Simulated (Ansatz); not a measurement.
**Strength of the Sn–H bond: C2H3FSn → C2H2FSn + H**

Species: C2H3FSn `C#[C][SnH2][F]`, singlet; C2H2FSn `C#[C][SnH][F]`, doublet; H atom, doublet. 

Shapes, held fixed at every level: PBE0-D4/def2-TZVP. Programs: Ansatz 0.2.0. The zero-point and thermal change to 298 K, harmonic and unscaled (PBE0-D4/def2-TZVP), is -15.6 kJ/mol.

| level | kind | ΔH(298 K) (kJ/mol) | less CCSD(T)/def2-TZVPP | CPU time (sum over the molecules) |
| --- | --- | --- | --- | --- |
| HF/def2-TZVPP | Hartree–Fock | +239.3 | -79.1 | – |
| r2SCAN-D4/def2-TZVPP | meta-GGA | +298.0 | -20.4 | 31 s |
| BHLYP-D4/def2-TZVPP | global hybrid | +311.1 | -7.3 | 19 s |
| PBE0-D4/def2-TZVPP | global hybrid | +300.0 | -18.4 | 17 s |
| B2PLYP/def2-TZVPP | double hybrid | +307.5 | -10.9 | 34 s |
| CCSD/def2-TZVPP | coupled cluster or CI | +318.1 | -0.3 | – |
| CCSD(T)/def2-TZVPP | coupled cluster or CI | +318.4 | 0.0 | 12 min |

The highest level, CCSD(T)/def2-TZVPP, gives ΔH(298 K) = +318.4 kJ/mol; the levels span +239.3 to +318.4. The column of differences is taken from that level and isn't an error. Hartree–Fock misses the correlation of the pair that is broken and comes out low. No measured value is set beside it here. Open shells run unrestricted unless RO is named. For atoms past krypton def2 sets carry core potentials with scalar relativity. Correlated rows may include outer-core shells of Sn, which these sets cover unevenly. Times are processor times on shared x86 and Arm servers, and rough.
